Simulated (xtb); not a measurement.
F5Si2 (SMILES F[Si](F)[Si](F)(F)F), doublet, at a GFN2-xTB geometry.

xtb was given this input:
```
$ xtb mol.xyz --gfn 0 --uhf 1 --json

# file mol.xyz
7

F      1.92071283    -1.45494009    -0.00159091
Si     1.29120465    -0.04621676    -0.45500175
F      2.17893296     0.90363565     0.49161443
Si    -0.89795116     0.08724035     0.05293148
F     -1.64658750    -0.12127352     1.44202576
F     -1.39908948     1.52197224    -0.39869112
F     -1.66569646    -0.91320875    -0.90791551
```

What does this run give for the total energy, partial charges in atom order?


```
Item                                                                                          Value
-----------------------------  --------------------------------------------------------------------
total energy                                                                            -22.9743 Eh
partial charges in atom order  F1 -0.25, Si2 0.58, F3 -0.25, Si4 0.67, F5 -0.24, F6 -0.25, F7 -0.25
```
